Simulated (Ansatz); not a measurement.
`[CH3][GaH][SiH3]` + H–F → `[F][GaH][SiH3]` + CH₄  (ligand exchange at a Ga–C bond)

Gas-phase electronic energies from Ansatz, PBE0-D4/def2-TZVP geometries. CCSD(T)/CBS adds triple-zeta CCSD(T) − MP2 to the extrapolated MP2 energy (def2 sets, frozen cores). This one scheme is used for every species. Functionals use def2-TZVPP. B3LYP here is the variant with VWN-RPA as its local correlation; programs differ in this. For Ga outer-core shells are correlated without core-valence functions, which leaves a few kJ/mol of doubt a bond. Scalar relativity is left out up to krypton.

```json
{"level": "LDA (SPW92)", "ΔE (kcal/mol)": "-26.7", "difference from CCSD(T)/CBS": "0.0"}
{"level": "PBE0-D4", "ΔE (kcal/mol)": "-27.2", "difference from CCSD(T)/CBS": "-0.5"}
{"level": "B3LYP-D4", "ΔE (kcal/mol)": "-30.3", "difference from CCSD(T)/CBS": "-3.6"}
{"level": "r2SCANh-D4", "ΔE (kcal/mol)": "-29.7", "difference from CCSD(T)/CBS": "-3.0"}
{"level": "r2SCAN0-D4", "ΔE (kcal/mol)": "-29.0", "difference from CCSD(T)/CBS": "-2.3"}
{"level": "PBE-QIDH", "ΔE (kcal/mol)": "-27.6", "difference from CCSD(T)/CBS": "-0.9"}
{"level": "r2SCAN", "ΔE (kcal/mol)": "-30.6", "difference from CCSD(T)/CBS": "-3.9"}
{"level": "r2SCANh", "ΔE (kcal/mol)": "-30.0", "difference from CCSD(T)/CBS": "-3.3"}
{"level": "BHLYP", "ΔE (kcal/mol)": "-31.8", "difference from CCSD(T)/CBS": "-5.1"}
{"level": "CCSD/def2-SVP", "ΔE (kcal/mol)": "-33.3", "difference from CCSD(T)/CBS": "-6.6"}
{"level": "CCSD(T)/def2-SVP", "ΔE (kcal/mol)": "-33.2", "difference from CCSD(T)/CBS": "-6.5"}
{"level": "HF/def2-TZVPP", "ΔE (kcal/mol)": "-33.3", "difference from CCSD(T)/CBS": "-6.6"}
{"level": "CCSD/def2-TZVPP", "ΔE (kcal/mol)": "-27.9", "difference from CCSD(T)/CBS": "-1.2"}
{"level": "CCSD(T)/def2-TZVPP", "ΔE (kcal/mol)": "-27.5", "difference from CCSD(T)/CBS": "-0.8"}
{"level": "SCS-MP2/def2-QZVPP", "ΔE (kcal/mol)": "-28.7", "difference from CCSD(T)/CBS": "-2.0"}
{"level": "HF/CBS(def2)", "ΔE (kcal/mol)": "-33.9", "difference from CCSD(T)/CBS": "-7.2"}
{"level": "CCSD(T)/CBS", "ΔE (kcal/mol)": "-26.7", "difference from CCSD(T)/CBS": "0"}
```

Largest T1 diagnostic among the species: 0.014.

From PBE to PBE0 (25 % exact exchange), in def2-TZVPP and without D4, ΔE moves by +1.0 kcal/mol. The D4 term adds +1.4 kcal/mol with B3LYP and +0.8 kcal/mol with PBE0; it sums over pairs of atoms, weighted by their polarisabilities, and B3LYP, whose exchange is more repulsive, gets the larger term.
